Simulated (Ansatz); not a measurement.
Gas-phase reaction in SMILES: C=CC[Se]C [3-methylselanylprop-1-ene] -> CC(C[SeH])=C

Wanted: isomerisation energy (electronic), in kcal/mol. Terms: non-relativistic; spin-orbit terms left out; six Cartesian d functions in 6-31G* and its kin unless marked 5d; no dispersion term unless named. First-principles rows: single points at B3LYP-D3(BJ) geometries (Ansatz, a program for electronic structure).

```
species       coefficient  E at PBE/6-31G* (Ansatz), Eh  E at B3LYP/def2-TZVPD (Ansatz), Eh
------------  -----------  ----------------------------  ----------------------------------
C=CC[Se]C              -1                   -2557.88653                         -2558.86901
C=C(C)C[SeH]           +1                   -2557.89095                         -2558.87297
```

 1 Eh = 627.5095 kcal/mol.

Problem. Compute it at each level from the table.

Solution. 
- PBE/6-31G*: the sum of coefficient times E is -0.00442 Eh, or -2.77 kcal/mol. Result: -2.8 kcal/mol.
- B3LYP/def2-TZVPD: the sum of coefficient times E is -0.00396 Eh, or -2.48 kcal/mol. Result: -2.5 kcal/mol.
